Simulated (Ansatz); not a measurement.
Basis sets compared for phenacyltetrahydrothiophenium (C₁₂H₁₅OS⁺). Total charge 1; singlet. Geometry PBE-D4/def2-SVP. Ansatz on 4 threads of Arm Neoverse V1 on a shared host; times are rough, and most runs start from earlier orbitals.

```xyz
29

O     1.6881   -0.6472   -0.7441
C     0.6487   -0.0029   -0.9057
C    -0.5945   -0.5175   -0.1585
S    -0.0689   -2.1109    0.5750
C    -1.5161   -2.4971    1.6745
C    -1.2132   -1.8452    3.0243
C     0.2873   -2.0471    3.2665
C     1.0183   -1.6036    1.9977
C     0.5334    1.1989   -1.7435
C     1.6891    1.6381   -2.4345
C     1.6283    2.7748   -3.2433
C     0.4196    3.4844   -3.3682
C    -0.7324    3.0574   -2.6842
C    -0.6793    1.9180   -1.8751
H    -1.4421   -0.7485   -0.8361
H    -0.9489    0.1723    0.6350
H    -2.4422   -2.1613    1.1699
H    -1.5290   -3.6040    1.7294
H    -1.4677   -0.7643    3.0005
H    -1.8339   -2.3046    3.8194
H     0.5016   -3.1148    3.4801
H     0.6590   -1.4635    4.1326
H     1.1390   -0.5066    1.9150
H     2.0011   -2.0767    1.8170
H     2.6210    1.0652   -2.3200
H     2.5246    3.1144   -3.7830
H     0.3738    4.3795   -4.0068
H    -1.6740    3.6165   -2.7862
H    -1.5907    1.5964   -1.3479
```

```tsv
level	functions	energy (Eh)	HOMO (eV)	LUMO (eV)	wall time
PBE-D4/def2-SVP	275	-938.1410	-9.63	-6.29	7 s
PBE0-D4/def2-SVP	275	-938.2250	-10.61	-5.41	14 s
```

(1) Estimate the rows for PBE-D4/def2-TZVP (with forces), PBE0-D4/def2-TZVP (with forces).

Results:

(1) 
```json
{"level": "PBE-D4/def2-TZVP (with forces)", "functions": "530", "energy (Eh)": "-938.8620", "HOMO (eV)": "-9.67", "LUMO (eV)": "-6.36", "wall time": "20 s"}
{"level": "PBE0-D4/def2-TZVP (with forces)", "functions": "530", "energy (Eh)": "-938.9393", "HOMO (eV)": "-10.60", "LUMO (eV)": "-5.45", "wall time": "59 s"}
```
